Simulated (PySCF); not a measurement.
Bonds (- single, = double, # triple, : aromatic): C1-Si2, Si2-C3, Si2-C4, Si2-C5, C5:N6, N6:N7, N7:C8, C8-F9, C8:N10, N10:C5. C1 carries H11, H12, H13; C3 carries H14, H15, H16; C4 carries H17, H18, H19; N7 carries H20.

Computational details: PBE0/pcSseg-1 with gauge-including orbitals, geometry: GFN2-xTB, in PySCF 2.14 (one computed conformer, no relativistic terms, isolated molecule, equivalent nuclei averaged).

References, each an isolated molecule treated in the same way: 13C (σ = 186.93 ppm), 1H (σ = 31.72 ppm), 29Si (σ = 349.16 ppm) against TMS; 15N (σ = 267.73 ppm) vs NH3; 19F (σ = 170.95 ppm) vs CFCl3.

```json
{"atoms": "C5", "nucleus": "13C", "count": "1", "Hirshfeld charge": "-0.01", "δ (ppm)": "167.6"}
{"atoms": "Si2", "nucleus": "29Si", "count": "1", "Hirshfeld charge": "0.42", "δ (ppm)": "-7.8"}
{"atoms": "C8", "nucleus": "13C", "count": "1", "Hirshfeld charge": "0.18", "δ (ppm)": "168.2"}
{"atoms": "H20", "nucleus": "1H", "count": "1", "Hirshfeld charge": "0.17", "δ (ppm)": "9.51"}
{"atoms": "N6", "nucleus": "15N", "count": "1", "Hirshfeld charge": "-0.15", "δ (ppm)": "335.8"}
{"atoms": "N7", "nucleus": "15N", "count": "1", "Hirshfeld charge": "-0.03", "δ (ppm)": "?"}
{"atoms": "N10", "nucleus": "15N", "count": "1", "Hirshfeld charge": "-0.22", "δ (ppm)": "?"}
{"atoms": "H11/H12/H13/H14/H15/H16/H17/H18/H19", "nucleus": "1H", "count": "9", "Hirshfeld charge": "0.04", "δ (ppm)": "0.34"}
{"atoms": "C1/C3/C4", "nucleus": "13C", "count": "3", "Hirshfeld charge": "-0.22", "δ (ppm)": "-0.7"}
{"atoms": "F9", "nucleus": "19F", "count": "1", "Hirshfeld charge": "-0.06", "δ (ppm)": "?"}
```

Fill in the missing shifts.

Results:


- N10: 263.4 ppm, pyridine-type nitrogen of an azole
- N7: 204.0 ppm, pyrrole-type ring nitrogen
- F9: -129.3 ppm, aryl fluorine

The OH or NH signal is concentration- and solvent-dependent in practice; the value given is the gas-phase one. Shifts are as computed. Against solution values, carbons near 30 ppm lie about +3 ppm off and those near 130 ppm about +5 ppm. Of 1211 compounds with measured shifts, 218 miss one by over three times the rms of a fit or turn the order of signals round; such compounds aren't used in these exercises. Unscaled 19F shifts against computed CFCl3 carry errors that often reach 10 to 50 ppm. Experimental scales use liquid or dissolved standards, which lie at an offset from isolated NH3 (liquid NH3: subtract about 20 ppm). Unscaled 15N shifts of sp2 nitrogen come out 20 to 40 ppm too high even then.
